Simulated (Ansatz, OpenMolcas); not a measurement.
How methods differ on C2H6BFO (SMILES COB(C)F)

C2H6BFO has 11 atoms, charge 0, and is taken as a singlet. As SMILES, `COB(C)F`. The coordinates come from a PBE0-D4/def2-TZVP relaxation. This is one conformer, not always the lowest.

Quantity: the vertical energy of the triplet above the singlet, in eV. The values are calculated.

```
             level                    kind     program  value (eV)  CPU time (all runs)
       HF/def2-SVP            Hartree–Fock      Ansatz        7.88                 12 s
    SVWN5/def2-SVP                     LDA      Ansatz        7.38                 10 s
   r2SCAN/def2-SVP                meta-GGA  OpenMolcas        7.50              4.9 min
  r2SCAN0/def2-SVP         hybrid meta-GGA      Ansatz        7.88                 38 s
CAM-B3LYP/def2-SVP  range-separated hybrid      Ansatz        8.05                 25 s
  wB97M-V/def2-SVP  range-separated hybrid      Ansatz        8.27              4.3 min
    wB97X/def2-SVP  range-separated hybrid      Ansatz        8.26                 86 s
   B2PLYP/def2-SVP           double hybrid      Ansatz        8.41                 20 s
```

The values span 7.38 to 8.41 eV. A triplet this far above the singlet is often a Rydberg-like or dissociative state; sets without diffuse functions put Rydberg states too high. CPU times are rough (shared hosts, several kinds of processor): they show what a rung costs within a factor of a few.
